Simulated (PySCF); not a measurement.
C2H6N, SMILES [CH2]NC, multiplicity 2.

Coordinates come from a ωB97X-D3(BJ)/def2-TZVP optimisation. The isomer is the one that the SMILES or the coordinates give; other isomers of the formula were not compared.

Two levels are set side by side: PBE/def2-TZVPD (PySCF) and B3LYP/def2-TZVPD (PySCF). Same geometry, gas phase. Differences are taken from unrounded values.

```csv
quantity,B3LYP
α-spin orbital gap (eV),4.16
β-spin orbital gap (eV),6.87
dipole moment (D),1.26
mean polarisability (bohr³),40.5
```

### Question
What does PBE give, and how far is it from B3LYP? (An estimate is asked for; the answer gives what the named calculation found.)

### Answer

```json
[
 {"quantity": "α-spin orbital gap (eV)", "PBE": "2.71", "PBE minus B3LYP": "-1.44"},
 {"quantity": "β-spin orbital gap (eV)", "PBE": "5.13", "PBE minus B3LYP": "-1.74"},
 {"quantity": "dipole moment (D)", "PBE": "1.32", "PBE minus B3LYP": "0.06"},
 {"quantity": "mean polarisability (bohr³)", "PBE": "42.4", "PBE minus B3LYP": "1.9"}
]
```

PBE's more diffuse valence density responds more strongly to a field. Differences between two approximate levels are no errors against the true value.

Rough cost on one machine, each run with all the roots and properties that it gave: B3LYP against PBE within a factor of 2.
